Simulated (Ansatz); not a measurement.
```xyz
13

C     1.0099    1.0051   -1.2588
N     0.4043    0.4130   -0.1102
C    -0.6051   -0.6319   -0.3267
C    -1.0368   -1.0369    1.1035
Al    0.2661    0.3186    1.6487
H     1.5364    0.2616   -1.8751
H     1.7374    1.7622   -0.9588
H     0.2687    1.4931   -1.9086
H    -1.4507   -0.2481   -0.9167
H    -0.1814   -1.4813   -0.8827
H    -2.0929   -0.8508    1.3016
H    -0.8271   -2.0816    1.3353
H     0.9713    1.0770    2.8485
```

Total charge 0; spin multiplicity 1.

List the PBE/def2-TZVPP orbital energies in eV (the Gaussian-basis code of Ansatz). (Estimate.)

The calculation gave: Occupied: -1505.89, -379.91, -269.51, -269.27, -268.20, -106.21, -68.29, -68.13, -68.08, -22.07, -18.25, -15.63, -14.09, -11.60, -11.20, -10.63, -9.88, -8.84, -8.38, -8.26, -7.42, -6.10, -5.03. Lowest empty: -1.22, -0.29, -0.12, 0.92, 1.41, 1.69, 2.08, 2.43.
